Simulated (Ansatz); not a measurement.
Reaction (ligand exchange at the Si–C bond): `[SiH3]CCI` + `C=CN[SiH2]Cl` → `C=CN([SiH3])[SiH2]Cl` + `CCI`

Program: Ansatz. Geometries: PBE0-D4/def2-TZVP. ΔE: electronic, gas phase. CBS: MP2 limit from def2 TZ/QZ plus the TZ coupled-cluster correction, frozen cores. Functionals use def2-TZVPP. B3LYP here is the variant with VWN-RPA as its local correlation; programs differ in this. Elements past krypton have def2 core potentials. For I outer-core shells are correlated without core-valence functions, which leaves a few kJ/mol of doubt a bond. One conformer a species, not always the lowest.

| level | ΔE (kJ/mol) |
| --- | --- |
| r2SCAN-D4 | -40.1 |
| B3LYP-D4 | -43.6 |
| ωB97M-V | -45.0 |
| B2PLYP | -40.3 |
| r2SCAN | -38.6 |
| PBE0 | -33.3 |
| MP2/def2-QZVPP | -50.0 |
| SCS-MP2/def2-QZVPP | -48.9 |

Q: What does CCSD(T)/CBS give? (Best estimate.)

A: Ansatz gave: -46.6 kJ/mol. The listed levels differ from it by 6.5, 3.0, 1.6, 6.3, 8.0, 13.3, -3.4, -2.3 kJ/mol.

Largest T1 diagnostic among the species: 0.011.

In def2-TZVPP, CCSD(T) changes the Hartree–Fock value by −5.6 kJ/mol (the triples alone add −1.1 kJ/mol) and MP2 by −8.8 kJ/mol. The D4 term adds −11.0 kJ/mol with B3LYP and −5.7 kJ/mol with PBE0; it sums over pairs of atoms, weighted by their polarisabilities, and B3LYP, whose exchange is more repulsive, gets the larger term.

CCSD(T)/CBS has its own doubt, a few kJ/mol and more with outer-core shells, so smaller differences from it don't rank the levels.
